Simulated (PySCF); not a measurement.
## Computed spin Hamiltonian

Species: C₇H₈N (doublet state).
SMILES with atom numbers: `[CH:1]#[C:2][C:3]1[CH2:4][CH:5]=[N:6][CH2:7][CH2:8]1` (hydrogens: H9 on C1; H10, H11 on C4; H12 on C5; H13, H14 on C7; H15, H16 on C8)

Structure used (GFN2-xTB), in Å, numbered top down from 1:
```
atom  x, y, z in Å
C1     3.101    0.260    0.720
C2     1.949    0.205    0.335
C3     0.671    0.148   -0.140
C4    -0.203    1.350   -0.225
C5    -1.539    1.063    0.425
N6    -1.965   -0.049    0.811
C7    -1.185   -1.239    0.675
C8    -0.046   -1.134   -0.369
H9     4.090    0.302    1.063
H10    0.260    2.222    0.243
H11   -0.417    1.612   -1.270
H12   -2.194    1.916    0.565
H13   -0.768   -1.469    1.662
H14   -1.873   -2.048    0.410
H15   -0.507   -1.136   -1.363
H16    0.620   -1.993   -0.284
```

The hyperfine couplings belong to this conformer and change with its torsions.

Theory: UKS B3LYP, pcH-1 on C H N, non-relativistic, mean-field spin-orbit, GIAO (PySCF). Geometry: GFN2-xTB, one conformer, isolated molecule. A GFN2-xTB geometry isn't a minimum of the functional, and hyperfine couplings can be far from their values at a DFT geometry. Stability of the SCF solution: not tested.

```
g1, g2, g3                      : 2.00225, 2.00268, 2.00319
g_iso                           : 2.00271
Form of g                       : rhombic: the two nearest values differ by 45 % of g3 − g1
⟨S²⟩                            : 0.7669 (exact 0.7500)
HOMO–LUMO gap, α and β orbitals : 5.00, 4.35 eV
Total energy                    : -326.20883 Eh
Basis functions                 : 280
```

Hyperfine couplings atom by atom, in G; T1 to T3 are the principal values of the dipolar part (MHz turned into gauss with g_iso; 10 G = 1 mT):

```csv
atom,isotope,a_iso,T1,T2,T3,Mulliken spin population
C1,13C,15.0,-15.0,-11.3,26.2,0.52
C2,13C,-22.6,-7.1,-0.5,7.6,-0.25
C3,13C,25.2,-21.5,-21.2,42.7,0.72
C4,13C,-8.9,-0.6,0.0,0.6,-0.06
C5,13C,5.4,-1.2,-1.1,2.2,0.02
N6,14N,1.7,-0.3,-0.2,0.5,0.01
C7,13C,9.2,-1.7,-1.5,3.2,0.03
C8,13C,-8.9,-0.7,0.0,0.7,-0.06
H9,1H,-14.1,-6.7,-0.4,7.2,-0.02
H10,1H,1.7,-1.2,-0.8,2.0,0.00
H11,1H,28.9,-1.2,-1.1,2.3,0.04
H12,1H,3.6,-0.7,-0.5,1.2,0.01
H13,1H,-1.3,-1.2,-0.5,1.7,0.00
H14,1H,5.4,-0.9,-0.4,1.4,0.01
H15,1H,20.8,-1.2,-1.1,2.3,0.03
H16,1H,1.2,-1.1,-0.9,2.0,0.00
```

The Mulliken spin populations are largest on C3 (+0.72), C1 (+0.52) and C2 (-0.25). The angles at C3 add up to 359.0°, so it is planar.

Axes: g3 points within 7° of the C2–C3 bond.

Under fast tumbling the dipolar parts average out, and these isotropic splittings remain: 2 × 1H (H10/H11, I = 1/2, 3 lines) with 1.53 mT, 1 × 1H (H9, I = 1/2, 2 lines) with 1.41 mT, 2 × 1H (H15/H16, I = 1/2, 3 lines) with 1.10 mT, 1 × 1H (H12, I = 1/2, 2 lines) with 0.36 mT, 2 × 1H (H13/H14, I = 1/2, 3 lines) with 0.21 mT and 1 × 14N (N6, I = 1, 3 lines) with 0.17 mT.

Means are taken over nuclei equivalent by connectivity, which assumes that they swap fast. The 1H value of +42.9 MHz is a mean of couplings from 4.8 to 80.9 MHz in this one geometry, not an average over conformers. The 1H value of +30.9 MHz is a mean of couplings from 3.4 to 58.3 MHz in this one geometry, not an average over conformers.

The 13C coupling of C3 (70.6 MHz) shows only in satellite lines or after enrichment, since that isotope makes up about 1.07 % of natural carbon.

Examples of negative spin density at the nucleus (bohr⁻³): C2 (-0.0563), C8 (-0.0222) and C4 (-0.0221).

The run took 84 s (with the writing of density and orbital grids) on Intel Xeon Platinum 8259CL at 2.50 GHz, one thread, shared host, and the process peaked at 0.97 GiB of memory.
